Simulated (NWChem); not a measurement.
BeICl; SMILES [I][Be][Cl]

All runs: NWChem. STO-3G and 3-21G are far too small for this property and stand as cheap habits. The geometry was optimised at PBE0/def2-SVP. def2 effective core potentials on I; no spin-orbit coupling. B3LYP is NWChem's, with the RPA form of VWN correlation. Field at 589 nm.

```
level                                          isotropic polarisability (bohr³)  anisotropy (bohr³)  relative time
---------------------------------------------  --------------------------------  ------------------  -------------
B3LYP/STO-3G (all-electron, non-relativistic)                              23.8                47.0              1
B3LYP/def2-SVP (core potentials)                                           48.9                42.2              2
B3LYP/def2-SVPD (core potentials)                                          66.9                35.3              5
B3LYP/def2-TZVPD (core potentials)                                         67.4                34.2             20
```

Relative times are rough (shared machine, one core).
